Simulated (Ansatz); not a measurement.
C2H3BrSi, SMILES `BrC1=C[SiH2]1`, charge 0, multiplicity 1.

**Question.** Give a relaxed structure at PBE0-D4/def2-TZVP (the Gaussian-basis code of Ansatz). (Best estimate.)

**Answer.** Computed: 
Z-matrix (Å, degrees):
```
Si
C 1 1.804
C 1 1.821 2 42.9
H 1 1.482 2 121.5 3 -104.0
H 1 1.482 2 121.5 3 104.0
Br 2 1.863 1 155.3 3 180.0
H 3 1.082 1 154.8 2 180.0
```
Point group Cs.
